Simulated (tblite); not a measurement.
Species: C3H2F3O (doublet state).
SMILES with atom numbers: `[O:1]=[C:2][CH2:3][C:4]([F:5])([F:6])[F:7]` (hydrogens: H8, H9 on C3)
Bond orders are those of one Lewis drawing.

Computed with GFN2-xTB (tblite), gas phase: L-BFGS steps from a force-field or distance-geometry start until the largest atomic force falls under 0.01 eV/Å.

Step 27: E = -697.1056 eV
```
atom  x, y, z in Å  |  force x, y, z in eV/Å
O1      2.1355    0.9252   -0.0478   -0.103  -0.136   0.023
C2      1.6570   -0.1585   -0.0034    0.425   0.228  -0.057
C3      0.2816   -0.6867   -0.0049   -0.006   0.017   0.030
C4     -0.8110    0.3831    0.0114   -0.157   0.065   0.002
F5     -0.7729    1.1834   -1.0545    0.004  -0.046  -0.090
F6     -0.7684    1.1696    1.0869    0.061  -0.040   0.103
F7     -2.0161   -0.2120    0.0160   -0.145   0.046  -0.029
H8      0.1481   -1.2848   -0.9124   -0.011  -0.066   0.134
H9      0.1597   -1.3135    0.8836   -0.068  -0.068  -0.117
```

Step 28: E = -697.1104 eV
```
atom  x, y, z in Å  |  force x, y, z in eV/Å
O1      2.1354    0.9323   -0.0467   -0.118  -0.146   0.019
C2      1.6604   -0.1525   -0.0059    0.254   0.172  -0.039
C3      0.2806   -0.6866   -0.0039    0.036  -0.026   0.010
C4     -0.8171    0.3794    0.0121   -0.011   0.079  -0.016
F5     -0.7666    1.1794   -1.0532   -0.042  -0.022  -0.130
F6     -0.7604    1.1667    1.0857   -0.009  -0.025   0.146
F7     -2.0277   -0.2037    0.0144   -0.068   0.046  -0.009
H8      0.1491   -1.2897   -0.9082   -0.001  -0.042   0.104
H9      0.1599   -1.3193    0.8803   -0.041  -0.037  -0.087
```

Step 29: E = -697.1127 eV
```
atom  x, y, z in Å  |  force x, y, z in eV/Å
O1      2.1355    0.9349   -0.0461   -0.088  -0.121   0.016
C2      1.6664   -0.1516   -0.0074    0.084   0.128  -0.026
C3      0.2814   -0.6854   -0.0033    0.055  -0.031  -0.002
C4     -0.8205    0.3796    0.0123    0.068   0.049  -0.021
F5     -0.7662    1.1775   -1.0550   -0.056  -0.013  -0.094
F6     -0.7584    1.1649    1.0877   -0.039  -0.021   0.107
F7     -2.0335   -0.2000    0.0136   -0.003   0.056   0.002
H8      0.1497   -1.2922   -0.9046    0.003  -0.028   0.072
H9      0.1591   -1.3218    0.8775   -0.024  -0.019  -0.055
```

**Question.** Estimate the geometry and energy of step 30. (The exact step hangs on the optimiser's Hessian estimate; all steps are aligned on step 29, rigid shifts and turns removed.)

**Answer.** E = -697.1139 eV, largest force 0.081 eV/Å
```
atom  x, y, z in Å  |  force x, y, z in eV/Å
O1      2.1327    0.9367   -0.0458   -0.034  -0.039   0.012
C2      1.6697   -0.1512   -0.0083   -0.026   0.042  -0.017
C3      0.2823   -0.6854   -0.0031    0.048  -0.017  -0.005
C4     -0.8205    0.3811    0.0122    0.079   0.010  -0.017
F5     -0.7662    1.1764   -1.0580   -0.051  -0.010  -0.033
F6     -0.7576    1.1635    1.0908   -0.039  -0.020   0.042
F7     -2.0354   -0.1969    0.0133    0.034   0.059   0.004
H8      0.1501   -1.2945   -0.9022    0.004  -0.019   0.047
H9      0.1583   -1.3239    0.8757   -0.015  -0.006  -0.033
```

The energy changes by -0.0012 eV. The first-order estimate −F·Δx gives -0.0017 eV and the mean of the old and new forces, exact on a quadratic surface, -0.0012 eV. The step makes an angle of 52° with the force vector and moves no atom by more than 0.004 Å.

What follows is the cost of the whole relaxation. On an Arm Neoverse V2 with one thread (shared host), this took 0.13 s of wall time.
